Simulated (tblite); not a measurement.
Computed with GFN2-xTB (tblite): harmonic, unscaled wavenumbers at the GFN2-xTB geometry, gas phase. This tight-binding method is rough: wavenumbers can miss measured ones by several per cent, in bad cases by 10 to 20. Modes of hydrogen on silicon and sulfur can be 10 to 20 % off. One conformer each. Open shells enter through the occupations alone, without spin polarisation, and single modes of such species can be off by tens of per cent. Thermal functions are those of the rigid rotor and harmonic oscillator, without mixing of conformers.

Question: Order these by their ideal-gas entropy at 500 K and 1 bar, highest first (cal/(mol K)).
A. `CCCCNN`
B. `C=C[Si@]1(N)[N][SiH2]N1` [radical]
C. `C=Cc1cnccc1C`
D. `CC[Si@H](F)S[SiH2]F`
E. `CC(C)c1pcpc(C#N)p1`
F. `S[Si](O)(O)C`

Answer: E (142.5), D (132.6), B (122.3), C (111.7), F (108.4), A (107.4).

```
                 SMILES  atoms  mass (u)  symmetry number  modes under 300 cm⁻¹  ZPE (kcal/mol)  S translation (cal/(mol K))  S rotation  S vibration  S spin      S    Cp
     CC(C)c1pcpc(C#N)p1     19    198.99                1                    11            82.9                         44.4        33.0         65.1     0.0  142.5  63.9
    CC[Si@H](F)S[SiH2]F     15    157.99                1                    10            61.6                         43.7        31.3         57.6     0.0  132.6  52.2
C=C[Si@]1(N)[N][SiH2]N1     15    130.03                1                     8            65.1                         43.1        30.1         47.7     1.4  122.3  52.1
           C=Cc1cnccc1C     18    119.07                1                     5            91.1                         42.8        30.3         38.6     0.0  111.7  52.6
           C[Si](O)(O)S     11    109.99                1                     8            46.0                         42.6        28.8         37.0     0.0  108.4  39.0
                 CCCCNN     18     88.10                1                     6           102.5                         41.9        28.8         36.6     0.0  107.4  47.1
```

Entropies and Cp are for 500 K and 1 bar.
